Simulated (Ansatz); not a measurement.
Consider the formal exchange of groups at the Al–N bond: `NC[SiH2][NH][AlH2]` + `O[SiH2]F` → `O[SiH](F)[AlH2]` + `NC[SiH2]N`.

Gas-phase electronic energies from Ansatz, PBE0-D4/def2-TZVP geometries. CCSD(T)/CBS is the MP2 limit (def2-TZVPP, def2-QZVPP) plus CCSD(T) − MP2 in def2-TZVPP, frozen cores. Functionals use def2-TZVPP. B3LYP here is the variant with VWN-RPA as its local correlation; programs differ in this. Each species was taken in one conformer, which may not be the lowest.

```tsv
level	ΔE (kJ/mol)	difference from CCSD(T)/CBS
PBE-D4	103.1	-20.9
ωB97X-V	117.1	-6.9
PBE	102.3	-21.7
B3LYP	118.4	-5.6
HF/def2-TZVPP	129.3	5.3
MP2/def2-TZVPP	135.6	11.6
SCS-MP2/def2-TZVPP	134.2	10.2
CCSD(T)/def2-TZVPP	125.8	1.8
HF/def2-QZVPP	130.9	6.9
MP2/CBS(def2)	133.7	9.7
CCSD(T)/CBS	124.0	0
```

Largest T1 diagnostic among the species: 0.012.

From PBE to PBE0 (25 % exact exchange), in def2-TZVPP and without D4, ΔE moves by +4.8 kJ/mol.
